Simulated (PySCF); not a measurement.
PySCF input for Au(Cl) anion (AuCl), SMILES [Cl][Au] (connectivity only; charge and spin as stated), charge -1, multiplicity 2, C-PCM-M06-2X/def2-TZVPD. The structure is a stationary point at PBE-D3(BJ)/def2-TZVPD. The multiplicity is an assumed one; other spin states were not compared. The def2 effective core potentials stand for the cores of Au; spin–orbit coupling is left out.

```python
import numpy as np
from pyscf import gto, scf, dft
from pyscf.solvent import pcm

mol = gto.M(
    atom='''
    Au    0.00000000    0.00000000   -0.43155853
    Cl    0.00000000    0.00000000    2.00547785
    ''',
    basis='def2-TZVPD',
    ecp={'Au': 'def2-tzvp'},
    charge=-1,
    spin=1,
    max_memory=1600,
    verbose=3,
)
mf = dft.UKS(mol, xc='m06-2x').density_fit(auxbasis='def2-universal-jkfit')
mf.grids.level = 4
mf.conv_tol = 1e-9
mf.max_cycle = 100
mf.kernel()
fine, coarse = mf.grids, dft.Grids(mol).set(level=1).build(with_non0tab=True)
for _ in range(3):  # follow internal instabilities
    mf.grids = coarse
    mo, _, stable, _ = mf.stability(return_status=True, nroots=4)
    mf.grids = fine
    if stable:
        break
    mf.kernel(mf.make_rdm1(mo, mf.mo_occ))
res = {}
for name, eps in {'water': 78.355, 'n-hexane': 1.8819, 'tetrahydrofuran': 7.4257}.items():
    s = mf.PCM()
    s.with_solvent.method, s.with_solvent.eps, s.with_solvent.lebedev_order = 'C-PCM', eps, 29
    s.kernel(mf.make_rdm1())
    res[name] = (s.e_tot, eps, s.dip_moment(), s.mo_energy, s.converged)
    print(f'{name}: electrostatic solvation free energy {(s.e_tot - mf.e_tot) * 627.509474:.3f} kcal/mol')
```

Log of the run:

```

WARN: HOMO -0.609702440235063 >= LUMO -0.609702440235072


WARN: HOMO 0.237777359829319 >= LUMO 0.237777359829368

converged SCF energy = -595.911561358336  <S^2> = 0.75647475  2S+1 = 2.0064643
<class 'pyscf.df.df_jk.DFUKS'> wavefunction is stable in the internal stability analysis

WARN: PCM is an experimental feature. It is still in testing.
Features and APIs may be changed in the future.

converged SCF energy = -595.998491559923  <S^2> = 0.75679919  2S+1 = 2.0067877

WARN: System has nonzero charge -1; the dipole moment is origin-dependent.
Location of origin: [0. 0. 0.]

Dipole moment(X, Y, Z, Debye): -0.00000, -0.00000, -4.18043
water: electrostatic solvation free energy -54.550 kcal/mol

WARN: PCM is an experimental feature. It is still in testing.
Features and APIs may be changed in the future.

converged SCF energy = -595.95235185785  <S^2> = 0.75677022  2S+1 = 2.0067588

WARN: System has nonzero charge -1; the dipole moment is origin-dependent.
Location of origin: [0. 0. 0.]

Dipole moment(X, Y, Z, Debye): -0.00000, -0.00000, -3.76773
n-hexane: electrostatic solvation free energy -25.596 kcal/mol

WARN: PCM is an experimental feature. It is still in testing.
Features and APIs may be changed in the future.

converged SCF energy = -595.987557619822  <S^2> = 0.75682375  2S+1 = 2.0068121

WARN: System has nonzero charge -1; the dipole moment is origin-dependent.
Location of origin: [0. 0. 0.]

Dipole moment(X, Y, Z, Debye): -0.00000,  0.00000, -4.07626
tetrahydrofuran: electrostatic solvation free energy -47.688 kcal/mol
```

The calculation finished and met its thresholds.

Cost: very roughly 70 core-seconds.
